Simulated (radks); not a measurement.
Results of a calculation; reference values are marked as such.
Problem. Successive ionisation energies (eV) of one element, from differences of total energies of ions in their ground configurations, starting at charge 0: 7.731, 15.650, 34.614, 46.990, 90.568, 117.16, 145.72. Level of theory: scalar-relativistic Kohn-Sham, BLYP, spin-polarised, spherical densities, finite nucleus; open shells are filled with parallel spins first; Fermi nuclear charge, rms radius 4.0742 fm (a radial shooting solver on a logarithmic mesh with Libxc functionals). Which element is it?

Solution. Germanium (Z = 32). The first species listed is Ge in [Ar] 3d10 4s2 4p2, the last Ge6+ in [Ar] 3d8.
